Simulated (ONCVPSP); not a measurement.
# Transferability test, ONCV potential for vanadium (V)

| Property | Result |
| --- | --- |
| Element | V (Z = 23) |
| Generator | ONCVPSP 4.0.1 |
| Type | optimised norm-conserving Vanderbilt (ONCV) |
| Functional | LDA (Perdew-Zunger) |
| Relativity | scalar-relativistic |
| Frozen core | [Ne] |
| Valence charge | 13 |
| Reference configuration | 3s2 3p6 3d3 4s2 |
| Partial waves | 3s+4s: rc 1.50 bohr, ncon 4, nbas 8, qcut 7.2 1/bohr, 2 projectors; 3p: rc 1.15 bohr, ncon 5, nbas 8, qcut 11.8 1/bohr, 2 projectors, debl 3.7 Ha; 3d: rc 1.15 bohr, ncon 4, nbas 9, qcut 9.6 1/bohr, local |
| Local potential | the d channel |
| Core correction | Teter function, fcfact 4.75, rcfact 1.55 |

Energies are relative to the spin-unpolarised reference configuration 3s2 3p6 3d3 4s2; without spin polarisation the order of configurations can differ from experiment. Not all tests gave a result: 1 of 4 tests not solved or not reliable.

```json
{"valence configuration": "3s2 3p6 3d3 4s1", "charge": "+1", "ΔE all-electron (eV)": "7.941", "error AE − PS (meV)": "-0.4"}
{"valence configuration": "3s2 3p6 3d3 4s0", "charge": "+2", "ΔE all-electron (eV)": "22.486", "error AE − PS (meV)": "-1.1"}
{"valence configuration": "3s2 3p6 3d2 4s0", "charge": "+3", "ΔE all-electron (eV)": "51.645", "error AE − PS (meV)": "-7.8"}
```
